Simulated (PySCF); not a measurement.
Correlation energy of F (fluorine, neutral)

[He] 2s2 2p5, 2P determinant. Computed with PySCF 2.14 in aug-cc-pVDZ, with no relativity, point nucleus. Frozen: 1s2; 7 electrons correlated.

MP2 pair energies summed by pair of shells (mhartree):

```tsv
pair	energy	share (%)
2p-2p	-100.46	65.0
2s-2p	-46.25	29.9
2s-2s	-7.90	5.1
```

Total MP2 correlation energy: -154.61 mhartree.

Same-spin part -39.28 and opposite-spin part -115.32 mhartree; SCS-MP2 scales them by 1/3 and 6/5 to -151.48 mhartree.

```
  level  correlation energy (mhartree)
   CCSD                        -166.66
    (T)                          -2.32
CCSD(T)                        -168.98
```

Diagnostics: T1 = 0.0098, D1 = 0.0160, largest double amplitude 0.038.

Cost of the coupled-cluster step: 0.17 s of wall time on 1 thread of Neoverse-V2 (shared host), for 7 correlated electrons.
